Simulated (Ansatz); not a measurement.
Cost and result for the atomization energy of CH₃FIOSi (`CO[Si](F)I`) radical (8 atoms, 7 bonds).

```xyz
8

C    -0.9334   -0.3787   -0.5818
O    -0.2525    0.8399   -0.3239
Si    0.9456    1.1076    0.7248
F     0.5529    0.4776    2.1411
I     3.0340    0.0201    0.0139
H    -1.7579   -0.1611   -1.2602
H    -1.3300   -0.8083    0.3412
H    -0.2586   -1.0971   -1.0551
```

The species carries charge 0 and has multiplicity 2. Correlated methods include outer-core shells of I, which these sets cover unevenly. I takes the def2 core potential. The structure was optimised at the PBE0-D4/def2-TZVP level. It is one conformer, not always the lowest. Program: Ansatz. Hardware: A = 2 threads of an AMD EPYC 7R13 on a shared host; B = 2 threads of an AMD EPYC 7R13 on a shared host and a share of an NVIDIA H100 80 GB. Times are those of one run each, without the atoms' runs, and a repeat can differ threefold. Electronic energies, without spin–orbit coupling; frozen cores. CCSD(T)/CBS adds CCSD(T) − MP2 in def2-TZVPP to the MP2 limit, and its time is that of the two runs behind it. T1 = 0.013; ⟨S²⟩ of the reference is 0.76. With those shells the extrapolation isn't a true limit. HSE06 is the plane-wave form, built on full-range PBE exchange.

CCSD(T)/CBS is a level of theory with its own doubt, some kJ/mol a heavy atom from the limit and from the frozen cores, so smaller differences don't rank the functionals.

```csv
level,functions,wall time,atomization (kcal/mol),difference from CCSD(T)/CBS,per bond
LDA (SPW92)/def2-TZVPP [A],227,2.4 s,808.8,109.2,15.6
BLYP-D4/def2-TZVPP [A],227,4.5 s,697.1,-2.5,-0.4
PBE-D4/def2-TZVPP (with forces) [A],227,4.8 s,713.7,14.1,2.0
CCSD(T)/def2-SVP [B],101,5.5 s,641.2,-58.4,-8.3
MP2/def2-QZVPP [B],413,7.5 s,713.9,14.3,2.0
HSE06-D4/def2-TZVPP [A],227,8.5 s,696.8,-2.8,-0.4
B2PLYP/def2-TZVPP [A],227,11 s,688.3,-11.3,-1.6
r2SCANh-D4/def2-TZVPP [A],227,13 s,696.3,-3.3,-0.5
CCSD(T)/def2-TZVPP [B],227,16 s,676.1,-23.5,-3.4
ωB97X-V/def2-TZVPP [A],227,18 s,697.4,-2.2,-0.3
B97M-V/def2-TZVPP [A],227,19 s,696.1,-3.5,-0.5
CCSD(T)/CBS(def2),–,23 s,699.6,0.0,0.0
ωB97M-V/def2-TZVPP (with forces) [A],227,25 s,695.3,-4.3,-0.6
```

From BLYP to BHLYP (50 % exact exchange), in def2-TZVPP and without D4, the atomization energy moves by −23.3 kcal/mol: exact exchange takes away binding that semilocal exchange gives to molecules. Leaving LDA and LC-ωPBE aside and taking each functional with its dispersion term where it has one, the values, not all of them listed here, spread over 43.7 kcal/mol, from BHLYP-D4 to PBE-D4. LDA lies +100.1 kcal/mol from PBE without D4, its usual overbinding. At CCSD(T), def2-SVP lies −58.4 kcal/mol from the extrapolated value and def2-TZVPP −23.5 kcal/mol: correlation converges slowly with the basis, and small sets miss more of it in the bonded molecule than in its fragments.

Spin–orbit coupling would lower the free I atoms strongly, and the atomization energy with them, by more than many differences here.
